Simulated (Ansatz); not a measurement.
Computed with Ansatz on PBE0-D4/def2-TZVP structures; ΔE is electronic, products minus reactants. CCSD(T)/CBS is the MP2 limit (def2-TZVPP, def2-QZVPP) plus CCSD(T) − MP2 in def2-TZVPP, frozen cores. Functionals use def2-TZVPP. For Ge outer-core shells are correlated without core-valence functions, which leaves a few kJ/mol of doubt a bond. Scalar relativity is left out up to krypton. One conformer a species, not always the lowest.

Consider the substitution at a C–S bond: `CSC(N)F` + `[CH3][Ge]([NH2])([OH])[Cl]` → `C[O][Ge]([CH3])([NH2])[Cl]` + `NC(F)S`.

```
         level  ΔE (kJ/mol)
          PBE0         66.6
MP2/def2-TZVPP         69.5
```

Problem. What does CCSD(T)/CBS give? (Best estimate.)

Solution. Computed: +67.5 kJ/mol. The listed levels differ from it by -0.9, 2.0 kJ/mol.

Largest T1 diagnostic among the species: 0.011.

In def2-TZVPP, CCSD(T) changes the Hartree–Fock value by +6.5 kJ/mol (the triples alone add +1.1 kJ/mol) and MP2 by +13.6 kJ/mol.
